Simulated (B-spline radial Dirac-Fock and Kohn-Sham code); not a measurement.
## Auger decay of the 4s hole in Ce⁺

System: the Ce⁺ ion, configuration [Xe] 4f1 5d2.

Calculated with a B-spline atomic structure program, using one-electron (LDA, Dirac) transition rates at Dirac-Fock energies. Kinetic energies are configuration averages from the vacuum level; the two-hole energies are estimated from single-hole states.

| transition | kinetic energy (eV) | width (meV) | share (%) |
| --- | --- | --- | --- |
| N1-N3O1 | 15.89 | 894 | 11.9 |
| N1-N2O2 | 17.28 | 450 | 6.0 |
| N1-N2O3 | 20.04 | 980 | 13.0 |
| N1-N3O2 | 35.89 | 893 | 11.9 |
| N1-N3O3 | 39.16 | 1270 | 16.9 |
| N1-N2O5 | 43.73 | 167 | 2.2 |
| N1-N4N5 | 45.10 | 372 | 4.9 |
| N1-N5N5 | 48.67 | 163 | 2.2 |
| N1-N3N6 | 49.54 | 180 | 2.4 |
| N1-N3N7 | 50.06 | 218 | 2.9 |
| N1-N3O4 | 62.49 | 163 | 2.2 |
| N1-N3O5 | 62.70 | 203 | 2.7 |
| N1-N4O1 | 121.4 | 243 | 3.2 |
| N1-N5O1 | 124.6 | 354 | 4.7 |
| N1-N4O3 | 144.5 | 155 | 2.1 |
| N1-N5O3 | 147.8 | 152 | 2.0 |

Coster-Kronig rates are the weakest part of this model and often come out 1.5 to 2.5 times too large. The listed channels hold 91 % of the non-radiative rate. Summed by principal shells, of 7.51 eV in all: NNO 83.5 %, NNN 15.2 %, NOO 1.3 %.
